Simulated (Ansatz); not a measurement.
Geometry optimisation, UKS PBE0/def2-SVP (Ansatz).

Input:

```yaml
crystal:
  periodic: [false, false, false]
  atoms:
    - { symbol: B, position_ang: [-0.8865, 1.2814, -0.2014] }
    - { symbol: C, position_ang: [-0.4393, -0.1327, 0.193] }
    - { symbol: B, position_ang: [0.2633, -0.1055, 1.5941] }
    - { symbol: Si, position_ang: [0.8212, -0.7684, -1.1055] }
    - { symbol: H, position_ang: [-1.2739, 1.5069, -1.3471] }
    - { symbol: H, position_ang: [-1.4963, 1.9938, 0.5968] }
    - { symbol: H, position_ang: [-1.2862, -0.8041, 0.2566] }
    - { symbol: H, position_ang: [0.7267, -1.0994, 2.0742] }
    - { symbol: H, position_ang: [0.18165, 1.48674, 0.22963] }
    - { symbol: H, position_ang: [1.9196, 0.1084, -1.1714] }
    - { symbol: H, position_ang: [0.0578, -0.8304, -2.3841] }
    - { symbol: H, position_ang: [1.2058, -2.1248, -0.7148] }
magnetization:
  spin_polarized: true
basis:
  gaussian: { orbitals: def2-SVP }
hamiltonian:
  xc: pbe0
relax:
  f_tol: 0.02
  max_steps: 50
```

Launched with:

```bash
$ ansatz run input.yaml --threads 2 --pin off --max-ram 3072MiB --backend cpu --events-out ev --progress --plain --runs-dir out
```

Problem. Where does it end, and by what steps?

Solution. The run converged. After 20 steps the energy has fallen by 5.229 eV; H8 moved furthest, 1.28 Å. Joined: B1–B3 (2.54 → 1.81 Å), B3–H9 (2.10 → 1.31 Å).

| step | energy less start (eV) | largest force component (eV/Å) | accepted |
| --- | --- | --- | --- |
| 0 | 0.0000 | 3.281 | yes |
| 1 | -1.1200 | 2.728 | yes |
| 2 | -1.9643 | 1.845 | yes |
| 3 | -2.6729 | 1.914 | yes |
| 4 | -3.2468 | 1.510 | yes |
| 5 | -3.6325 | 0.701 | yes |
| 6 | -3.9496 | 0.925 | yes |
| 7 | -4.3478 | 1.185 | yes |
| 8 | -4.8126 | 1.202 | yes |
| 9 | -4.9719 | 1.953 | yes |
| 10 | -5.1376 | 0.377 | yes |
| 11 | -5.1891 | 0.283 | yes |
| 12 | -5.2123 | 0.139 | yes |
| 13 | -5.2188 | 0.125 | yes |
| 14 | -5.2199 | 0.168 | yes |
| 15 | -5.2251 | 0.074 | yes |
| 16 | -5.2236 | 0.137 | no |
| 17 | -5.2276 | 0.099 | yes |
| 18 | -5.2276 | 0.069 | yes |
| 19 | -5.2285 | 0.051 | yes |
| 20 | -5.2287 | 0.014 | yes |

```xyz
12
Properties=species:S:1:pos:R:3
B -0.761 1.161 -0.026
C -0.441 -0.440 0.099
B 0.144 0.277 1.266
Si 0.621 -0.972 -1.347
H -0.242 1.740 -0.955
H -1.746 1.668 0.471
H -1.182 -1.204 0.370
H 0.426 0.098 2.418
H 0.217 1.546 0.967
H 1.797 -0.059 -1.480
H -0.164 -0.936 -2.618
H 1.125 -2.367 -1.146
```

Whether the end is a true minimum wasn't checked by a vibrational analysis.

The run took 32 s on 2 threads of AMD EPYC 9R45 96-Core Processor (Zen 5) (shared host), peak memory 0.34 GiB.
